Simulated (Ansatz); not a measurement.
Correlation energies of `F[CH]1[O][AlH]1` by basis set

```xyz
6

F     1.325    1.171   -0.610
C     0.768    0.152    0.119
O    -0.375    0.590    0.843
Al   -0.942   -0.543   -0.324
H     1.551   -0.257    0.759
H    -2.327   -1.114   -0.786
```

The species carries charge 0 and has multiplicity 1. The structure was optimised at the PBE0-D4/def2-TZVP level. Frozen core, restricted reference, Ansatz 0.2.0. CBS rows extrapolate triple and quadruple zeta; past MP2 they add the triple-zeta difference.

| basis | HF (Eh) | MP2 corr. |
| --- | --- | --- |
| def2-SVP | -454.95159 | -0.56280 |
| def2-TZVPP | -455.30578 | -0.72204 |
| def2-QZVPP | -455.32299 | -0.78205 |

Question: Estimate the CCSD correlation energy and the (T) correction in each basis where they were run (hartree).

Answer: 
```tsv
basis	CCSD corr.	(T)
def2-SVP	-0.58413	-0.01593
def2-TZVPP	-0.73516	-0.02853
CBS(def2)	-0.83962	as TZ
```
